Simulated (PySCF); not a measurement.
Stepwise substitution at one centre (B NH2-I). Isolated molecules, 0 K electronic values unless said otherwise. Strings in code marks are SMILES.

The T1 excitation (TDA) from two functionals at the same geometries (r2SCAN-D4/def2-TZVP), both in PySCF: PBE-D3(BJ)/def2-TZVP and r2SCAN-D4/def2-TZVP. Excitations are Tamm–Dancoff values on a coarser integration grid. The basis has no diffuse functions, so Rydberg states are missing or too high.

```
species                   PBE-D3(BJ)/def2-TZVP (eV)  r2SCAN-D4/def2-TZVP (eV)
------------------------  -------------------------  ------------------------
0 of 3 NH2 replaced by I                       5.08                      6.00
1 of 3 NH2 replaced by I                       5.49                      6.01
2 of 3 NH2 replaced by I                       4.59                      5.05
3 of 3 NH2 replaced by I                       2.94                      3.33
```

Over these rows, drawn at random from the members with no instability flagged (it was tested for open shells, ions and some series alone), PBE minus r2SCAN-D4: mean -0.57 eV, from -0.92 eV to -0.39 eV.
